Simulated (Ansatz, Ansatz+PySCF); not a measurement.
```
atom   x (Å)   y (Å)    z (Å)
   P  0.0000  0.0000  -0.8699
   P  0.0000  0.0000   0.8699
```

Basis set: def2-SVP (spherical functions). Frozen core: 10 orbitals. Charge 0, multiplicity 1.

Computed with Ansatz (development build ahead of 0.2.0); each method stands on the lowest determinant of its kind that the runs found. Restricted open shells among the atoms or ions are ROHF, correlated in semicanonical orbitals with singles.

The atomization energy at this shape (free ground-state atoms in the same class of orbitals less the molecule, no zero-point energy) of singlet P2:

```
     method  atomization energy
RHF-CCSD(T)        317.8 kJ/mol
   RHF-CCSD        292.4 kJ/mol
        RHF         97.6 kJ/mol
```

(1) What does RHF-MP2 give?

Results:

(1) 327.1 kJ/mol. Caution: the shape is not the minimum.
